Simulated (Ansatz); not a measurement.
`CO[SiH2]C#N` + `O[SiH3]` → `CO[SiH2]O[SiH3]` + `C#N` at 600 K and 1 bar (ligand exchange at the Si–C bond).

Program: Ansatz. Geometries: PBE0-D4/def2-TZVP. ΔE: electronic, gas phase. CCSD(T)/CBS adds triple-zeta CCSD(T) − MP2 to the extrapolated MP2 energy (def2 sets, frozen cores). This one scheme is used for every species. Each species was taken in one conformer, which may not be the lowest.

| species | CCSD(T)/CBS energy (Eh) | H − E (kJ/mol) | S (J/(mol·K)) |
| --- | --- | --- | --- |
| `CO[SiH2]C#N` | -498.08666 | 238.0 | 431.6 |
| `O[SiH3]` | -366.69042 | 135.7 | 307.9 |
| `CO[SiH2]O[SiH3]` | -771.48835 | 310.1 | 506.0 |
| `C#N` | -93.32098 | 64.3 | 228.4 |

H − E and S are ideal-gas, rigid-rotor, harmonic terms from PBE0-D4/def2-TZVP, for one conformer and one mirror image of each species. 1 Eh = 2625.50 kJ/mol, R = 8.31446 J/(mol·K).

Task: By hand: ΔE, ΔH, ΔS and ΔG.

Result: ΔE = (-771.48835) + (-93.32098) − (-498.08666) − (-366.69042) = -0.03225 Eh = -84.7 kJ/mol. Δ(H − E) = 310.1 + 64.3 − 238.0 − 135.7 = 0.7, so ΔH = -84.0 kJ/mol. ΔS = 506.0 + 228.4 − 431.6 − 307.9 = -5.1 J/(mol·K). ΔG = -84.0 − 600 × (-5.1)/1000 = -80.9 kJ/mol.

Task: By hand: the equilibrium constant, and the temperature at which ΔG would vanish if ΔH and ΔS stayed fixed.

Result: log₁₀ K = −ΔG/(RT ln 10) = 7.0. ΔG = 0 at ΔH/ΔS = 16471 K, far beyond where these terms or the molecules hold.

The number of gas molecules stays the same, so ΔS is small and ΔH decides. A doubt of 5 kJ/mol in ΔE shifts log₁₀ K by 0.4 here. Other conformers and mirror images would add mixing entropy, several J/(mol·K) or more a flexible species. Modes under 60 cm⁻¹, often nearly free rotors, make the harmonic entropy too high. These are equilibria of isolated gas molecules and say nothing of rates. Largest T1 diagnostic: 0.014 (customary marks: 0.02 for closed shells, 0.045 for open ones).
